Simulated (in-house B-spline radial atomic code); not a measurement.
The numbers below are computed, except where a source is named.
# Stopping and range of 120 keV O in InSb

The pair potential comes from two frozen, spherical free-atom densities (PBE, B-spline radial code, scalar-relativistic past argon): electrostatics plus the change in Thomas-Fermi kinetic and Dirac exchange energy where they overlap, the recipe behind the universal ZBL potential, which averages such potentials (from solid-state densities) over many pairs. It is written V = (Z1 Z2 e²/r) φ(r/a), with e² = 14.3996 eV·Å and a = 0.46850 Å/(Z1^0.23 + Z2^0.23); ZBL's fit is φ = 0.18175 e^(−3.1998x) + 0.50986 e^(−0.94229x) + 0.28022 e^(−0.4029x) + 0.02817 e^(−0.20162x). Where φ falls below 4e-4 it is continued as an exponential.

The target is taken as amorphous, with density 5.77 g/cm³ (NSM archive of the Ioffe Institute); channelling is ignored. Masses: O 16.0, In 114.82, Sb 121.76 u. Nuclear stopping is S_n = 4π a Z1 Z2 e² M1/(M1 + M2) × s_n(ε), with s_n integrated over impact parameters for each pair. Electronic stopping is Lindhard and Scharff's S_e = Z1^(1/6) 8π e² a0 Z1 Z2/(Z1^(2/3) + Z2^(2/3))^(3/2) × v/v0, with a0 = 0.529177 Å and v = v0 at 24.801 keV/u; it misses the oscillations with Z1 seen in experiment, which reach tens of per cent. Compounds add by atom fraction.

```csv
target atom,a (Å),ε at this energy,"s_n, this pair","s_n, ZBL potential"
In,0.11537,2.153,0.2546,0.2529
Sb,0.11473,2.071,0.2573,0.2563
```

Question: What are the atom density and the stopping powers at entry?

Answer: N = 5.77 × 0.602214/118.29 = 0.02938 atoms/Å³. For In: S_n = 1001 × 0.2546 = 254.8 eV·Å², S_e = 2.3240 × √120000 = 805 eV·Å². For Sb: S_n = 983.8 × 0.2573 = 253.2 eV·Å², S_e = 2.3452 × √120000 = 812.4 eV·Å². Averaged over the target's atoms (half each) and times N × 10 Å/nm, the ion loses N S_n = 74.6 eV/nm to recoils and N S_e = 238 eV/nm to electrons; the nuclear share is 24 %.

Along the track:

```json
{"E (keV)": "6", "N S_n (eV/nm)": "97.8", "N S_e (eV/nm)": "53.1"}
{"E (keV)": "18", "N S_n (eV/nm)": "105", "N S_e (eV/nm)": "92"}
{"E (keV)": "36", "N S_n (eV/nm)": "99.4", "N S_e (eV/nm)": "130"}
{"E (keV)": "60", "N S_n (eV/nm)": "90.9", "N S_e (eV/nm)": "168"}
{"E (keV)": "90", "N S_n (eV/nm)": "81.8", "N S_e (eV/nm)": "206"}
{"E (keV)": "120", "N S_n (eV/nm)": "74.6", "N S_e (eV/nm)": "238"}
```

Question: Estimate the path length and the projected range.

Answer: With continuous slowing down the path is the integral of dE/(N (S_n + S_e)). Trapezoids over the table give 464 nm, and the stretch below the first row, with stopping taken as √E, adds 2E/(N S) = 80 nm: 544 nm in all, against 521 nm on a fine grid from 5 eV. Deflections shorten the depth: to first order in the energy passed on, N (S_n + S_e) dR_p/dE = 1 − N S_n (M2/M1) R_p/(2E), summed over the target's atoms, and integrating this on the fine grid gives R_p = 203 nm, 0.39 of the path. Lindhard's rule of thumb R/(1 + M2/3M1), with mean M2/M1 = 7.39, gives 151 nm; it assumes that nuclear stopping leads, so it comes too short here. On the ZBL potential the same equation gives 204 nm, and the full integral equation, which keeps hard collisions, 211 nm.
